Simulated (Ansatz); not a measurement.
System: sum formula VO2F (charge +1, doublet). The spin state was set by rule; other spins were not relaxed. 
Coordinates optimised at B3LYP-D3(BJ)/def2-TZVP (Ansatz, an electronic-structure program):
```
V
O 1 1.6148
O 1 1.6148 2 96.43
F 1 1.6925 2 112.26 3 117.25
```
Charge +1, spin multiplicity 2.

Basis-set convergence of Hartree-Fock and CCSD(T) correlation energies (hartree) with Ansatz. Correlated levels leave the core frozen unless marked. UHF or UKS for open shells. Spin-orbit coupling is left out. The frozen core is the preceding noble-gas configuration, with the filled d and f shells of earlier blocks. Non-relativistic. The program attaches cautions to a run behind CCSD(T)/def2-SVP: large difference.

The UHF reference is spin-contaminated (<S^2> 0.87 over the pure value in the largest basis). The T1 diagnostic of CCSD in the largest basis is 0.093, which is high, so the coupled-cluster rows are less sure than usual.

```tsv
basis	functions	E(HF)	E(corr, CCSD(T))
def2-SVP	73	-1191.32029	-0.77267
def2-TZVPP	157	?	?
```

Fill in the missing entries.


- def2-TZVPP, E(HF): -1191.78083
- def2-TZVPP, E(corr, CCSD(T)): -0.95490
